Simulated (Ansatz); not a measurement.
Reaction (formal hydrolysis of the Si–S bond): `F[SiH](F)[S][GeH3]` + H₂O → `O[SiH](F)F` + `[SH][GeH3]`

Gas-phase electronic energies from Ansatz, PBE0-D4/def2-TZVP geometries. CCSD(T)/CBS adds triple-zeta CCSD(T) − MP2 to the extrapolated MP2 energy (def2 sets, frozen cores). This one scheme is used for every species. DFT in def2-TZVPP. For Ge outer-core shells are correlated without core-valence functions, which leaves a few kJ/mol of doubt a bond. Scalar relativity is left out up to krypton. One conformer a species, not always the lowest.

`F[SiH](F)[S][GeH3]`:

Z-matrix (Å, degrees):
```
Si
F 1 1.589
S 1 2.092 2 111.0
F 1 1.587 2 105.0 3 121.2
H 1 1.471 2 109.6 3 -122.3
Ge 3 2.247 1 98.6 2 47.5
H 6 1.532 3 104.4 1 154.8
H 6 1.532 3 108.8 1 -86.3
H 6 1.532 3 109.1 1 35.4
```

H₂O:

Cartesian coordinates in Å:
```
O -0.018 0.346 0.178
H 0.049 -0.519 0.588
H -0.031 0.173 -0.766
```

`O[SiH](F)F`:

Cartesian coordinates in Å:
```
O 0.497 0.004 -1.172
Si 0.060 -0.027 0.381
F -0.976 -1.192 0.662
F -0.683 1.310 0.795
H -0.156 0.116 -1.864
H 1.259 -0.211 1.199
```

`[SH][GeH3]`:

```xyz
6

S     1.006   -1.049    0.922
Ge   -0.107    0.286   -0.465
H     0.096   -0.964    1.906
H    -0.281    1.680    0.157
H    -1.482   -0.312   -0.798
H     0.767    0.361   -1.722
```

```
             species  PBE-D4 energy (Eh)
`F[SiH](F)[S][GeH3]`         -2966.25194
                 H₂O           -76.38027
        `O[SiH](F)F`          -565.51463
        `[SH][GeH3]`         -2477.13199
```

(1) Work out ΔE.

Largest T1 diagnostic among the species: 0.012.

Answers

(1) ΔE = (-565.51463) + (-2477.13199) − (-2966.25194) − (-76.38027) = -0.01441 Eh = -37.8 kJ/mol. CCSD(T)/CBS gives -47.7 kJ/mol.

From PBE to PBE0 (25 % exact exchange), in def2-TZVPP and without D4, ΔE moves by −3.3 kJ/mol. The D4 term adds +11.0 kJ/mol with B3LYP and +6.0 kJ/mol with PBE0; it sums over pairs of atoms, weighted by their polarisabilities, and B3LYP, whose exchange is more repulsive, gets the larger term.

B3LYP here is the variant with VWN-RPA as its local correlation; programs differ in this.
